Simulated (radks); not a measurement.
Results of a calculation; reference values are marked as such.
Nb+, 40 electrons, occupied as [Kr] 4d4.

Level of theory: scalar-relativistic Kohn-Sham, BLYP, spin-polarised, spherical densities, finite nucleus; open shells are filled with parallel spins first (spin-orbit coupling, left out, can overturn this in heavy ions); Fermi nuclear charge, rms radius 4.324 fm (a radial shooting solver on a logarithmic mesh with Libxc functionals).

Energy parts (Ry):
| part | energy |
|---|---|
| total | -7639.83669 |
| kinetic | 7866.39579 |
| electron-nucleus | -18386.88576 |
| Hartree | 3118.96519 |
| exchange-correlation | -238.31190 |

Orbitals (lengths in bohr, moments of r in powers of bohr; r(90%) holds 90 % of the orbital's charge):
[
 {"orbital": "1s down", "occ.": "1", "eigenvalue (Ry)": "-1383.074", "r(90%)": "0.0646"},
 {"orbital": "1s up", "occ.": "1", "eigenvalue (Ry)": "-1383.073", "r(90%)": "0.0646"},
 {"orbital": "2s up", "occ.": "1", "eigenvalue (Ry)": "-193.8367", "r(90%)": "0.244"},
 {"orbital": "2s down", "occ.": "1", "eigenvalue (Ry)": "-193.8122", "r(90%)": "0.244"},
 {"orbital": "2p up", "occ.": "3", "eigenvalue (Ry)": "-173.1499", "r(90%)": "0.224"},
 {"orbital": "2p down", "occ.": "3", "eigenvalue (Ry)": "-173.1318", "r(90%)": "0.224"},
 {"orbital": "3s up", "occ.": "1", "eigenvalue (Ry)": "-32.68135", "r(90%)": "0.656"},
 {"orbital": "3s down", "occ.": "1", "eigenvalue (Ry)": "-32.66785", "r(90%)": "0.656"},
 {"orbital": "3p up", "occ.": "3", "eigenvalue (Ry)": "-25.92248", "r(90%)": "0.675"},
 {"orbital": "3p down", "occ.": "3", "eigenvalue (Ry)": "-25.90749", "r(90%)": "0.675"},
 {"orbital": "3d up", "occ.": "5", "eigenvalue (Ry)": "-14.86857", "r(90%)": "0.695"},
 {"orbital": "3d down", "occ.": "5", "eigenvalue (Ry)": "-14.84561", "r(90%)": "0.694"},
 {"orbital": "4s up", "occ.": "1", "eigenvalue (Ry)": "-4.79194", "r(90%)": "1.70"},
 {"orbital": "4s down", "occ.": "1", "eigenvalue (Ry)": "-4.65207", "r(90%)": "1.69"},
 {"orbital": "4p up", "occ.": "3", "eigenvalue (Ry)": "-3.04536", "r(90%)": "1.95"},
 {"orbital": "4p down", "occ.": "3", "eigenvalue (Ry)": "-2.88984", "r(90%)": "1.94"},
 {"orbital": "4d up", "occ.": "4", "eigenvalue (Ry)": "-0.72722", "r(90%)": "3.31"},
 {"orbital": "4d down", "occ.": "0", "eigenvalue (Ry)": "-0.57501", "r(90%)": "3.56"}
]

The highest occupied level is 4d up at -9.894 eV. The electron density at the nucleus is 8.409e+04 e/bohr^3 (large components only). Spin moment in Bohr magnetons: 4. The density falls to 0.001 e/bohr^3 at r = 4.05 bohr. For comparison, the ionisation energy in NIST's Atomic Spectra Database is 14.320 eV (semi-empirical). In exact Kohn-Sham theory the highest level is minus the ionisation energy, but local and semilocal functionals leave it too shallow, through self-interaction and a potential that decays too fast; potentials with the right tail come closer.
